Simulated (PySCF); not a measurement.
Molecule: 2-methylprop-2-ene-1-selenol, C$_{4}$H$_{8}$Se (charge 0, singlet). 
Structure (B3LYP-D3(BJ)/def2-TZVP (Ansatz) minimum search):
SMILES: C=C(C)C[SeH]
```xyz
13

C     -2.1514     1.4023     0.4879
C     -1.4058     0.3067     0.6146
C     -1.9699    -1.0760     0.4727
C      0.0529     0.4074     0.9215
Se     1.2420    -0.1556    -0.5815
H     -3.2114     1.3440     0.2752
H     -1.7257     2.3928     0.5899
H     -1.5044    -1.5970    -0.3676
H     -1.7706    -1.6712     1.3691
H     -3.0459    -1.0525     0.3072
H      0.3500     1.4339     1.1222
H      0.3376    -0.2087     1.7728
H      1.1874    -1.5943    -0.2785
```

Dispersion corrections to the total energy (kcal/mol) from the dftd3 and dftd4 libraries through PySCF: D3(BJ) without and D4 with the three-body term, each with the damping fitted for the functional named.

```
functional  D3(BJ)          D4
----------  ------  ----------
BLYP        -15.31      -15.08
PW6B95       -3.73  (withheld)
B2GP-PLYP    -4.54       -2.92
revPBE      -18.07      -21.58
TPSS         -9.16  (withheld)
CAM-B3LYP    -5.78       -5.87
PBE0         -6.31  (withheld)
```

Q: Complete the blanks.

A: 
- PW6B95, D4: -5.70
- TPSS, D4: -9.26
- PBE0, D4: -5.80
